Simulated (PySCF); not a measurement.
## How the method changes the constants of TiC

State: quintet, unpaired electrons σ ↑↑, π ↑, δ ↑, a mixture of terms (⟨Lz²⟩ = 5.0). Set-up: PySCF, no relativity, basis sets Ti def2-TZVPPD, C def2-TZVPPD. De refers to Ti (3d2 4s2) + C in their high-spin ground configurations, without counterpoise correction. The functionals are run spin-unrestricted. A positive dipole means Ti(−)C(+). Levels whose curve was spin-contaminated or gave no clean fit are not listed.

```csv
Level,Re (Å),ωe (cm⁻¹),De (eV),μ (D),"CPU s a point (SCF and correlation, without the integrals)"
PBE,1.827,797,n/a,-3.15,6
PW91,1.826,799,n/a,-3.16,3.8
r²SCAN,1.820,810,n/a,-3.39,4.2
r²SCANh,1.813,812,n/a,-3.52,6.8
PBE0,1.804,844,n/a,-3.49,7.7
B97-3,1.811,836,n/a,-3.49,5.3
```

Q: What does a quarter of exact exchange do here, going from PBE to PBE0?

A: PBE0 less PBE: -2.3 pm in Re, +5.9 % in ωe. Exact exchange removes part of the self-interaction that spreads semilocal densities, and in most molecules shortens and stiffens the bond and lowers De; so it does here.

Q: What does the step from GGA to meta-GGA do here, going from PBE to r²SCAN?

A: r²SCAN less PBE: -0.7 pm in Re, +1.6 % in ωe. 

De is left out where the level can put another filling of the metal’s s and d shells below the measured ground configuration, by anything from nothing to about 1 eV. Counting both spins, an empty level lies below a filled one in some of these solutions, because spin and occupation are held. With d or f electrons several states lie close, and the lowest PBE0 determinant need not be the measured ground state.

The whole job (state search and all levels along the bond) took about 26 min on 2 threads of Intel Xeon Platinum 8259CL @ 2.50GHz (shared host), peak memory 5.4 GiB.
